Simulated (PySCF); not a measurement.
Cd(H)(SMe) (CH4CdS), SMILES [S](C)[CdH]. Atoms are numbered in the order given.

```xyz
7

Cd    -0.0563    -0.8609     0.0000
H     -0.5718    -2.4496     0.0000
S      0.7274     1.3715     0.0000
C     -0.8301     2.3515     0.0000
H     -1.4256     2.1610     0.8903
H     -0.5333     3.3991     0.0000
H     -1.4256     2.1610    -0.8903
```

Geometry optimised at B3LYP-D3(BJ)/def2-TZVP. The def2 effective core potentials stand for the cores of Cd; spin–orbit coupling is left out.

These are C-PCM-ωB97X/def2-SVP (PySCF 2.14.0) values and carry that method's errors.

The values are the electrostatic part of the solvation free energy, E(continuum) − E(gas) at the gas-phase geometry, in a cavity of scaled van der Waals radii (PySCF's table); cavitation and dispersion terms are not included. A continuum can't describe solvent molecules that bind to the metal. In vacuum the orbital gap is 9.50 eV. The dipole moment in vacuum is 1.60 D.

| solvent | ε | ΔG(elec) (kcal/mol) | dipole (D) | gap (eV) |
|---|---|---|---|---|
| water | 78.36 | -11.5 | 2.25 | 10.32 |
| ethylethanoate | 5.99 | -9.3 | 2.12 | 10.16 |
| dichloromethane | 8.93 | -10.1 | 2.17 | 10.22 |
